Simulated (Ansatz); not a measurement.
`OB(O)OC[SiH3]` + `[OH][Sc]([F])[Cl]` → `[F][Sc]([Cl])[O][SiH3]` + `COB(O)O`  (ligand exchange at the Si–C bond)

Gas-phase electronic energies from Ansatz, PBE0-D4/def2-TZVP geometries. CBS: MP2 limit from def2 TZ/QZ plus the TZ coupled-cluster correction, frozen cores. DFT in def2-TZVPP. B3LYP here is the variant with VWN-RPA as its local correlation; programs differ in this. For Sc outer-core shells are correlated without core-valence functions, which leaves a few kJ/mol of doubt a bond. Scalar relativity is left out up to krypton. Each species was taken in one conformer, which may not be the lowest.

Task: Is it downhill or uphill in electronic energy at CCSD(T)/CBS, and by how much? (An estimate is asked.)

Result: The calculation gave: Downhill: ΔE = -1.48 eV.

Task: What do these levels give: PBE-D4, PBE0, B3LYP, HF/def2-TZVPP, CCSD/def2-TZVPP, MP2/def2-QZVPP? (An estimate is asked.)

Result: The calculation gave: PBE-D4 -1.29, PBE0 -1.37, B3LYP -1.48, HF/def2-TZVPP -1.72, CCSD/def2-TZVPP -1.50, MP2/def2-QZVPP -1.51 eV.

Largest T1 diagnostic among the species: 0.016.

From PBE to PBE0 (25 % exact exchange), in def2-TZVPP and without D4, ΔE moves by −0.07 eV. In def2-TZVPP, CCSD(T) changes the Hartree–Fock value by +0.25 eV (the triples alone add +0.03 eV) and MP2 by +0.22 eV.
